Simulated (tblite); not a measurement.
C₈H₁₃OP.
Atom-mapped SMILES: `[CH3:1][CH:2]([CH3:3])[P:4]([CH3:5])[c:6]1[cH:7][cH:8][cH:9][o:10]1` (hydrogens: H11, H12, H13 on C1; H14 on C2; H15, H16, H17 on C3; H18, H19, H20 on C5; H21 on C7; H22 on C8; H23 on C9)

The geometry is computed with GFN2-xTB (gas phase).

Problem. List the bond lengths, angles and torsions at this level.

Solution. 
| bond | length (Å) |
| --- | --- |
| C1–C2, C2–C3 | 1.525 |
| C2–P4 | 1.884 |
| P4–C5 | 1.854 |
| P4–C6 | 1.818 |
| C6–C7 | 1.367 |
| C7–C8 | 1.414 |
| C8–C9 | 1.361 |
| C9–O10 | 1.340 |
| C6–O10 | 1.354 |
| C1–H11 and 5 like bonds | 1.089 |
| C2–H14 | 1.097 |
| C5–H18, C5–H19, C5–H20 | 1.088 |
| C7–H21 | 1.071 |
| C8–H22 | 1.071 |
| C9–H23 | 1.073 |

Bonds in one row agree within 0.01 Å and their mean is given. A selection of angles:
| angle | degrees |
| --- | --- |
| C2–C1–H11 | 111.3 |
| C2–C1–H12 | 110.2 |
| H11–C1–H12 | 108.4 |
| C1–C2–C3 | 110.5 |
| C1–C2–P4 | 110.0 |
| C1–C2–H14 | 109.6 |
| P4–C2–H14 | 108.0 |
| C2–P4–C5 | 98.6 |
| C2–P4–C6 | 96.7 |
| C5–P4–C6 | 97.1 |
| P4–C5–H18 | 108.4 |
| P4–C5–H19 | 111.2 |
| P4–C5–H20 | 109.3 |
| H18–C5–H19 | 109.6 |
| H18–C5–H20 | 108.4 |
| P4–C6–C7 | 130.5 |
| P4–C6–O10 | 119.7 |
| C7–C6–O10 | 109.7 |
| C6–C7–C8 | 106.3 |
| C6–C7–H21 | 126.2 |
| C8–C7–H21 | 127.5 |
| C7–C8–C9 | 105.8 |
| C7–C8–H22 | 127.2 |
| C9–C8–H22 | 127.0 |
| C8–C9–O10 | 110.9 |
| C8–C9–H23 | 131.9 |
| O10–C9–H23 | 117.2 |
| C6–O10–C9 | 107.3 |

Dihedral angles: C1–C2–P4–C5 -73° (synclinal); C2–P4–C6–C7 -129° (anticlinal). The mirror-image conformer, all signs reversed, is as good.

The C–C distances run from 1.361 Å (C8–C9, aromatic) to 1.525 Å (C2–C3, drawn single), a spread of 0.164 Å. O10 (furan-type oxygen) is bent (angle 107.3°). P4 (phosphine phosphorus) is pyramidal (angles 98.6°, 97.1° and 96.7°, sum 292.4°, 0.92 Å off the plane of its three neighbours). The 5-membered ring C6–C7–C8–C9–O10 has internal angles of 105.8° to 110.9° (sum 540°, against 540° for a flat polygon); it is planar, 0.00 Å rms from its mean plane, widest ring torsion 0°. The 3 C–P bonds span 1.818 Å (P4–C6, drawn single) to 1.884 Å (C2–P4, drawn single), a spread of 0.066 Å. Of the pairs four or more bonds apart, C6···H15 is among the closest relative to their van der Waals radii: 2.71 Å, 93 % of the sum of Bondi's values.

Point group: C1 (no symmetry element, even within 0.4 Å). Its GFN2-xTB frequencies are all real (lowest 33 cm⁻¹). One conformer, not necessarily the lowest.
